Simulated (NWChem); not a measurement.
Species: phosphorus nitride (PN); SMILES N#P

```xyz
2

N      0.0000     0.0000     1.0149
P      0.0000     0.0000    -0.4736
```
Atoms are numbered in this order, from 1.

All runs: NWChem. Structure relaxed at the PBE0/def2-SVP level.

For level B3LYP/def2-SVP:

```yaml
highest occupied level (eV): -8.82
orbital gap (eV): 6.61
dipole (D): 2.52
```

**Question.** How do the values read with level B3LYP/aug-cc-pVTZ instead?

**Answer.** 
| Quantity | Result |
|---|---|
| highest occupied level (eV) | -9.07 |
| orbital gap (eV) | 6.41 |
| dipole (D) | 2.87 |
